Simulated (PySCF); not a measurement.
Species: C₄H₄Cl₂O.
InChI=1S/C4H4Cl2O/c1-3(2-7)4(5)6/h4H,1H3

Level: PBE0/def2-SVPD in PySCF, non-relativistic, on one gas-phase PBE0-D3(BJ)/def2-SVP geometry that isn't relaxed in the solvent. The solvent is an IEF-PCM continuum (cavity from Bondi-type radii × 1.2), and excitations are vertical TDDFT with non-equilibrium linear response and a frozen core. The model holds no explicit solvent molecules, cavitation or dispersion.

Gas-phase singlets (H = HOMO, L = LUMO):

| state | E (eV) | λ (nm) | f | leading configurations |
| --- | --- | --- | --- | --- |
| S1 | 3.456 | 359 | 0.001 | H→L 98% |
| S2 | 5.733 | 216 | 0.001 | H→L+1 87%, H-1→L 9% |
| S3 | 6.015 | 206 | 0.011 | H-2→L 85%, H→L+2 12% |
| S4 | 6.026 | 206 | 0.005 | H-1→L 85%, H→L+1 10% |
| S5 | 6.146 | 202 | 0.005 | H→L+3 94% |

Give the list for benzene (ε = 2.271), n² = 2.25.

```
state  E (eV)  λ (nm)      f  leading configurations  change by rank (eV)
   S1   3.464     358  0.001                 H→L 97%               +0.008
   S2   5.688     218  0.004               H→L+1 93%               -0.045
   S3   6.052     205  0.059    H-2→L 68%, H→L+2 28%               +0.037
   S4   6.117     203  0.005    H-1→L 82%, H→L+3 12%               +0.091
   S5   6.166     201  0.010    H→L+3 86%, H-1→L 11%               +0.020
```

Give the list for acetone (ε = 20.49), n² = 1.85.

```json
{"state": "S1", "E (eV)": "3.490", "λ (nm)": "355", "f": "0.001", "leading configurations": "H→L 97%", "change by rank (eV)": "+0.034"}
{"state": "S2", "E (eV)": "5.635", "λ (nm)": "220", "f": "0.005", "leading configurations": "H→L+1 94%", "change by rank (eV)": "-0.098"}
{"state": "S3", "E (eV)": "6.089", "λ (nm)": "204", "f": "0.119", "leading configurations": "H→L+2 50%, H-2→L 46%", "change by rank (eV)": "+0.074"}
{"state": "S4", "E (eV)": "6.205", "λ (nm)": "200", "f": "0.002", "leading configurations": "H→L+3 93%", "change by rank (eV)": "+0.179"}
{"state": "S5", "E (eV)": "6.250", "λ (nm)": "198", "f": "0.014", "leading configurations": "H-1→L 91%", "change by rank (eV)": "+0.104"}
```

The ground-state energy changes by -0.185 eV from gas to acetone. By how much does the total energy of gas-phase S1 change?

E(S1) = E(S0) + excitation energy, so it changes by -0.185 + 0.034 = -0.151 eV: it is lowered less than the ground state, which is what a blue shift means. This is the vertical state, with the slow part of the continuum still set for S0.

How do the frontier levels move from gas to acetone?

| orbital | gas (eV) | solvent (eV) | change (eV) |
| --- | --- | --- | --- |
| LUMO+2 | -0.05 | 0.06 | +0.11 |
| LUMO+1 | -0.15 | -0.05 | +0.10 |
| LUMO | -1.80 | -1.57 | +0.23 |
| HOMO | -7.23 | -7.03 | +0.20 |
| HOMO-1 | -8.89 | -8.92 | -0.03 |
| HOMO-2 | -9.01 | -8.96 | +0.05 |
| HOMO-3 | -9.38 | -9.37 | +0.01 |

The HOMO–LUMO gap goes from 5.43 to 5.46 eV.

Hardware: one thread, Arm Neoverse V1, on a shared host. Cost: 22 s wall. This is the whole response run at PBE0/def2-SVPD in acetone, SCF included.

Conformer computed: `[CH3:1][C:2](=[C:3]=[O:4])[CH:5]([Cl:6])[Cl:7]`: C1–C2–C5–Cl6 -61°.
